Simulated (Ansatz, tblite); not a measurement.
Forces on `CC(C)(C)OS(=O)(=O)CC(F)(F)C(F)F` at its r2SCAN-D4/def2-SVP geometry. Charge 0, multiplicity 1.

The xTB rows come from tblite.

GFN2-xTB (tblite), largest force 1.93 eV/Å:

```xyz
27
positions Å, forces eV/Å
C    -2.555    0.143    1.019   -0.429    0.034    0.026
C    -1.072    0.003    1.337    0.529   -0.088   -0.835
C    -0.745   -1.341    1.972   -0.017   -0.482    0.426
C    -0.548    1.161    2.178   -0.008    0.262    0.215
O    -0.341   -0.082    0.044   -0.066    1.126    0.125
S     0.099    1.245   -0.774   -0.172    0.567    1.391
O     1.298    1.845   -0.203   -1.665   -0.606   -0.768
O    -1.062    2.090   -1.055    1.560   -0.945    0.395
C     0.527    0.403   -2.311   -0.025    0.095   -0.743
C     1.401   -0.840   -2.260   -0.429    0.427   -0.004
F     1.727   -1.130   -3.557   -0.068   -0.390    0.011
F     0.719   -1.901   -1.774    0.022   -0.073   -0.258
C     2.732   -0.755   -1.504    0.015    0.224    0.120
F     3.371    0.375   -1.878    0.019   -0.240    0.239
F     2.523   -0.736   -0.175    0.181    0.070   -0.233
H    -3.140    0.121    1.952    0.238    0.021   -0.359
H    -2.887   -0.690    0.380    0.158    0.334    0.241
H    -2.753    1.089    0.497    0.136   -0.349    0.162
H    -1.065   -2.162    1.313    0.143    0.356    0.248
H     0.340   -1.430    2.136   -0.446    0.054   -0.086
H    -1.264   -1.437    2.937    0.210    0.021   -0.356
H     0.540    1.087    2.318   -0.417    0.010   -0.117
H    -1.038    1.135    3.163    0.198   -0.011   -0.335
H    -0.774    2.132    1.710    0.111   -0.422    0.059
H    -0.422    0.131   -2.796    0.271    0.121    0.190
H     1.037    1.176   -2.904   -0.111   -0.266    0.107
H     3.351   -1.634   -1.767    0.063    0.153    0.139
```

PBE-D4/def2-TZVP (Ansatz), largest force 0.73 eV/Å:

```
C -0.113 0.007 -0.011
C -0.055 0.089 0.099
C 0.039 -0.116 0.027
C 0.007 0.073 0.088
O 0.227 0.442 -0.431
S -0.119 0.281 0.379
O -0.634 -0.229 -0.284
O 0.544 -0.350 0.098
C -0.171 0.144 -0.062
C -0.035 0.389 0.152
F 0.127 -0.153 -0.580
F -0.312 -0.516 0.149
C 0.042 -0.469 -0.288
F 0.408 0.474 -0.151
F 0.063 -0.066 0.601
H 0.026 -0.001 -0.048
H 0.006 0.049 0.045
H -0.009 -0.065 0.050
H 0.004 0.029 0.064
H -0.074 -0.007 0.029
H 0.030 0.000 -0.053
H -0.082 0.010 0.019
H 0.029 0.002 -0.041
H 0.008 -0.058 0.068
H 0.066 0.028 0.016
H -0.043 -0.026 0.036
H 0.022 0.036 0.031
```

PBE0-D4/def2-TZVP (Ansatz), largest force 2.11 eV/Å:

```
C -0.068 0.004 -0.020
C 0.054 0.044 -0.084
C 0.033 -0.082 0.004
C 0.008 0.049 0.053
O 0.242 1.358 -0.481
S -0.188 0.427 0.717
O -1.792 -0.791 -0.793
O 1.627 -1.145 0.393
C -0.202 0.238 0.038
C -0.087 -0.061 -0.061
F -0.101 0.027 0.287
F 0.146 0.167 -0.191
C 0.161 -0.142 -0.020
F -0.039 -0.234 0.109
F 0.169 -0.032 -0.269
H 0.172 0.003 -0.245
H 0.091 0.229 0.186
H 0.047 -0.271 0.164
H 0.072 0.221 0.201
H -0.313 0.025 -0.014
H 0.139 0.033 -0.266
H -0.321 0.017 -0.023
H 0.128 -0.005 -0.268
H 0.053 -0.270 0.158
H 0.273 0.093 0.144
H -0.145 -0.207 0.163
H -0.157 0.306 0.118
```
